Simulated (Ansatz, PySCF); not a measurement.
Energy difference 2 R1 → P1 + P2, each structure at its B3LYP-D3(BJ)/def2-TZVP stationary point, reached from a drawn start (curvature not checked).
P1, BBr3 (SMILES BrB(Br)Br) (charge 0, multiplicity 1, Z-matrix in Å and degrees):
```
B
Br 1 1.9073
Br 1 1.9073 2 120.00
Br 1 1.9073 2 120.00 3 180.00
```
R1: BBr2 (SMILES Br[B]Br), charge 0, multiplicity 2.
P2: BBr (SMILES [B]Br), charge 0, multiplicity 1.

| level | reaction energy (kcal/mol) | minus CCSD(T)/CBS(cc-pVTZ, cc-pVQZ) | cost |
|---|---|---|---|
| PBE/def2-TZVPP | -25.51 | 10.14 | ×1 |
| revPBE-D4/def2-TZVPP | -26.21 | 9.43 | ×1 |
| r2SCAN/def2-TZVPP | -20.49 | 15.16 | ×2 |
| PBE0-D3(BJ)/def2-TZVPP | -25.21 | 10.43 | ×2 |
| BHLYP-D4/def2-TZVPP | -27.68 | 7.97 | ×2 |
| M06-2X/def2-TZVPP | -30.19 | 5.46 | - |
| wB97X-V/def2-TZVPP | -32.33 | 3.32 | ×4 |
| wB97M-V/def2-TZVPP | -37.47 | -1.83 | ×4 |
| B2PLYP/def2-TZVPP | -29.71 | 5.94 | ×2 |
| MP2/cc-pVQZ | -32.89 | 2.75 | - |
| MP2/CBS(cc-pVTZ, cc-pVQZ) | -33.44 | 2.20 | - |
| SCS-MP2/cc-pVTZ | -35.22 | 0.43 | - |
| SCS-MP2/cc-pVQZ | -35.89 | -0.24 | - |
| CCSD(T)/CBS(cc-pVTZ, cc-pVQZ) | -35.65 | 0.00 | ×30* |

 The comparison column counts from a level with limits of its own.

P less R. No zero-point or thermal terms; singlets are restricted closed shells; open shells are unrestricted; no spin–orbit coupling.

Cores are frozen in the correlated methods. In cc and def2 sets filled d and f shells under p-block atoms count as core. CBS(a, b) extrapolates the correlation energy as X⁻³ and adds the Hartree–Fock energy of set b.

Programs: Ansatz (an electronic-structure program) with Gaussian orbitals; PySCF for M06-2X and the D3/D4 terms. Each number belongs to the level named beside it.

Costs are rough ratios of core time to PBE/def2-TZVPP (about 9 s over the structures, on one shared machine); a dash marks a level with no comparable run of its own. A star marks coupled-cluster runs past 200 virtual orbitals, where the program's memory plan changes under this machine's limit, so their costs aren't comparable with smaller runs.
